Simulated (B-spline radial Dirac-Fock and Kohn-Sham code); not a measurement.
# X-ray scattering factor of Eu¹³⁺

System: Eu¹³⁺, configuration [Kr] 4d10 4f2 5s2.

Model: Dirac-Fock densities. Program: an atomic code on a B-spline grid. f₀ is the Fourier transform of the spherical electron density, S the Waller-Hartree incoherent function, and s = sin θ/λ.

| s (Å⁻¹) | f₀ | S |
| --- | --- | --- |
| 0 | 50.000 | 0.000 |
| 0.05 | 49.767 | 0.250 |
| 0.1 | 49.084 | 0.959 |
| 0.15 | 47.989 | 2.024 |
| 0.2 | 46.543 | 3.311 |
| 0.25 | 44.822 | 4.696 |
| 0.3 | 42.904 | 6.095 |
| 0.35 | 40.867 | 7.466 |
| 0.4 | 38.780 | 8.797 |
| 0.45 | 36.701 | 10.094 |
| 0.5 | 34.676 | 11.363 |
| 0.6 | 30.903 | 13.810 |
| 0.7 | 27.606 | 16.100 |
| 0.8 | 24.819 | 18.217 |
| 0.9 | 22.516 | 20.192 |
| 1 | 20.639 | 22.056 |
| 1.1 | 19.115 | 23.816 |
| 1.2 | 17.866 | 25.457 |
| 1.4 | 15.905 | 28.320 |
| 1.6 | 14.299 | 30.629 |
| 1.8 | 12.817 | 32.500 |
| 2 | 11.400 | 34.068 |
| 2.5 | 8.385 | 37.179 |
| 3 | 6.446 | 39.542 |
| 3.5 | 5.377 | 41.388 |
| 4 | 4.744 | 42.854 |
| 5 | 3.806 | 44.992 |
| 6 | 2.961 | 46.392 |

f₀ starts at the number of electrons, 50, and has fallen to half at s ≈ 0.79 Å⁻¹. The sum of ⟨r²⟩ over the electrons is 12.69 bohr².

Values without a named source are computed, but for edge energies of neutral atoms, which are taken from tables.
